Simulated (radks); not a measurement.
Spherical jellium clusters: N electrons in a uniform positive sphere of charge N and radius rs N^(1/3), rs = 4.93 bohr. Calculated with a radial shooting solver with Libxc functionals: non-relativistic Kohn-Sham, LDA (Slater exchange, Perdew-Wang correlation), spin-polarised, spherical densities. Levels are named by radial order and angular momentum (1s, 1p, 1d, 2s, ...), and open shells are averaged over m.

N = 3, configuration 1s2 1p(up 1, down 0). This is the lowest configuration that the search found. Occupied and some empty levels:

level    occupation  eigenvalue (eV)  <r> (bohr)
1s up             1          -3.2811       5.150
1s down           1          -3.0281       5.129
1p up             1          -1.9621       6.667
1p down           0          -1.7048       6.796
1d up             0         -0.60445       8.746
2s up             0         -0.59708       9.981
2s down           0         -0.49251       10.52
1d down           0         -0.41305       9.279

Energy (eV): total -4.55264, kinetic 3.7476, external -39.952, Hartree 19.508, exchange-correlation -8.5222, background 20.666.

Electron density:

r (bohr)  n(r) (e/bohr^3)
0.243            0.003184
0.855            0.003163
1.47             0.003113
2.08             0.003022
2.69             0.002874
3.30             0.002659
3.92             0.002374
4.53             0.002032
5.14             0.001655
5.75             0.001278
6.36            0.0009347
6.97            0.0006483
7.59            0.0004302
8.20            0.0002757
8.81            0.0001722
9.42            0.0001054
10.0           0.00006375
10.7           0.00003772
11.3           0.00002232
11.9           0.00001311
